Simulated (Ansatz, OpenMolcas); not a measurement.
# Computed against measured: atomisation enthalpy at 298 K

8 molecules holding an element from Na to Cl; the atomisation enthalpy at 298 K in kJ/mol, computed less measured. Shapes, held fixed at every level: PBE0-D4/def2-TZVP. Flexible molecules stand in one conformer, not always the lowest. Thermal terms are harmonic and unscaled (PBE0-D4/def2-TZVP); the spin-orbit lowering of the free atoms is taken from their spectra. Programs: Ansatz 0.2.0, OpenMolcas 26.06. A level may come from different programs for different species; with the same settings they agree closely. Measured values: Active Thermochemical Tables, NIST-JANAF tables.

Levels: A = HF/def2-SVP; B = HF/6-311+G**; C = HF/def2-TZVPP.

| molecule | from tabulated heats | A | B | C |
| --- | --- | --- | --- | --- |
| BCl2F (dichlorofluoroborane) | 1537 | -350 | -398 | -374 |
| BCl3 (boron trichloride) | 1337 | -307 | -342 | -334 |
| S2F2 (Difluorodisulfane) | 1049 | -709 | -730 | -609 |
| PF3 (phosphorus trifluoride) | 1513 | -649 | -685 | -548 |
| CHClF2 (difluorochloromethane) | 1698 | -569 | -608 | -579 |
| SiH2Cl2 (dichlorosilane (DCS)) | 1449 | -383 | -396 | -353 |
| SiF4 (silicon tetrafluoride) | 2382 | -726 | -763 | -613 |
| C2H5Cl (chloroethane) | 2756 | -694 | -726 | -713 |

Problem. Sum up the errors.

Solution. 
| level | kind | mean error | mean absolute error | worst case |
| --- | --- | --- | --- | --- |
| HF/def2-SVP | Hartree–Fock | -548.4 | 548.4 | SiF4 |
| HF/6-311+G** | Hartree–Fock | -581.0 | 581.0 | SiF4 |
| HF/def2-TZVPP | Hartree–Fock | -515.4 | 515.4 | C2H5Cl |

On this set HF/def2-TZVPP has the smallest mean absolute error and HF/6-311+G** the largest. HF/def2-SVP is too low in 8 of 8; HF/6-311+G** is too low in 8 of 8; HF/def2-TZVPP is too low in 8 of 8. The heats of PF3, SiH2Cl2 come from older tables and can be uncertain by 10 kJ/mol or more. The tabulated values of BCl2F, BCl3, S2F2, SiF4 are in doubt (older tables, estimates, or at odds with other calculations) and kept here. Over the 4 molecules whose values aren't doubted the mean absolute errors are A 573.8; B 603.8; C 548.2. The smallest two are near a tie. The largest two are near a tie. Hartree–Fock lacks correlation and underbinds. The set is small.
